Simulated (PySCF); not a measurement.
Species: C11H15Cl.
Geometry (PBE0-D3(BJ)/def2-SVP, Å), atoms numbered from 1 in this order:
```
atom  x, y, z in Å
C1     2.9695   -2.2580   -0.0781
C2     2.5547   -1.2442   -0.5966
C3     2.0550   -0.0164   -1.2117
C4     2.2216    1.2023   -0.2867
C5     1.0694    1.0626    0.7110
C6    -0.0520    0.2892   -0.0161
C7     0.5309   -0.0356   -1.4039
C8    -1.4845    0.8699   -0.0752
C9    -2.0408   -0.5455    0.1534
C10   -3.2299   -0.7228    1.0586
Cl11  -4.6947    0.0371    0.3588
C12   -0.6554   -0.9474    0.6965
H13    3.3457   -3.1563    0.3741
H14    2.5808    0.1255   -2.1706
H15    2.1001    2.1118   -0.8972
H16    3.2125    1.2513    0.1867
H17    0.7200    2.0367    1.0856
H18    1.3994    0.4835    1.5878
H19    0.1585   -0.9810   -1.8252
H20    0.2691    0.7685   -2.1116
H21   -1.6914    1.5184    0.7918
H22   -1.7862    1.4028   -0.9899
H23   -2.2422   -1.0416   -0.8096
H24   -3.0603   -0.2460    2.0355
H25   -3.4632   -1.7845    1.2239
H26   -0.2497   -1.9354    0.4330
H27   -0.6079   -0.8275    1.7916
```

The closed-shell ground state was solved at several levels (PySCF, density fitting, gas phase, non-relativistic).

| level | basis functions | HOMO (eV) | LUMO (eV) | gap (eV) | dipole (D) |
| --- | --- | --- | --- | --- | --- |
| PBE0/pcSseg-1 | 286 | -7.65 | 0.78 | 8.43 | 1.87 |
| mPW1PW91/pcSseg-1 | 286 | -7.68 | 0.78 | 8.46 | 1.88 |

(1) What might PBE0/def2-SVPD (367 basis functions) give for the same quantities?

(2) Over all these levels, which gives the widest orbital gap and which the narrowest?

(3) How far do the dipole and the HOMO energy spread over the levels?

Answers

(1) HOMO -7.67 eV, LUMO 0.44 eV, gap 8.11 eV, dipole 1.89 D.

(2) mPW1PW91/pcSseg-1 (global hybrid, 25 % exact exchange) has the widest, 8.46 eV, and PBE0/def2-SVPD (global hybrid, 25 % exact exchange) the narrowest, 8.11 eV. Functional and basis both differ between the two, so the spread mixes both effects.

(3) The dipole runs from 1.87 to 1.89 D (mean 1.88 D) and the HOMO from -7.68 to -7.65 eV.

One conformer stands for the species.
